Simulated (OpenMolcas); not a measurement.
Pt3+: moving or changing the point charges

Pt3+ among 4 point charges of -2.5 e arranged as a square (D4h), 2.25 Å from the ion.

```yaml
Program: OpenMolcas 26.06
Method: "SS-CASPT2, IPEA 0.25 Eh, imaginary shift 0.1 Eh (closed shells correlated: 5s 5p)"
Basis: ANO-RCC-VDZP [7s6p4d2f]
Scalar_Hamiltonian: DKH2, point nucleus
Active_space: 7 electrons in 5 orbitals (5d)
State_averaging: 2S+1 = 4 even, 10 roots; 2S+1 = 2 even, 40 roots
Spin-orbit_coupling: state interaction with AMFI integrals over the reference wave functions
```

Runs around this geometry, states (labels of D4, the rotations of D4h). Energies in cm-1 above the lowest state or level, χT in cm3 K/mol.

```tsv
R (Å)	q (e)	Ground state	First state of that spin	First gap with spin-orbit (degeneracies)	χT at 300 K	First state of another spin
2.25	-2	4E	4A2 2310	540 (2, 2)	2.258	2E 9960
2.15	-2.5	4E	4A2 6600	3020 (2, 2)	0.822	2B2 4320
2.25	-2.5	4E	4A2 4850	1920 (2, 2)	1.046	2B2 7050
2.46	-2.5	4E	4A2 2430	550 (2, 2)	2.318	2E 10740
```

Taking the first state of the same spin as R^-n, n = -ln(2430 / 6600) / ln(2.46 / 2.15) = 7.4 between the shortest and longest distance.

Scaling the charges by -2 / -2.5 = 0.80 scales the first state of the same spin by 2310 / 4850 = 0.48; with fixed orbitals a first-order splitting would follow the charge.

An orbital doublet at a regular site is open to a Jahn-Teller distortion, which this geometry leaves out. This shell can be high or low spin here, a state of another spin lies low, and with metal d orbitals alone active their balance is uncertain, so the ground spin may be wrong. Point charges give a weaker field than real ligands, and real ions of this kind are as a rule low spin; the high spin found here belongs to the model. Free-ion shares, where given, are those of the reference states; single-state CASPT2 does not remix them. Spin-orbit coupling mixes the spin-free states strongly: the lowest level takes only 62 % from its leading state, 4E (figures for R = 2.25, q = -2; the like holds for R = 2.15, q = -2.5, R = 2.25, q = -2.5, R = 2.46, q = -2.5). This is an electrostatic model: the charges have no orbitals. No measured value stands beside these numbers.
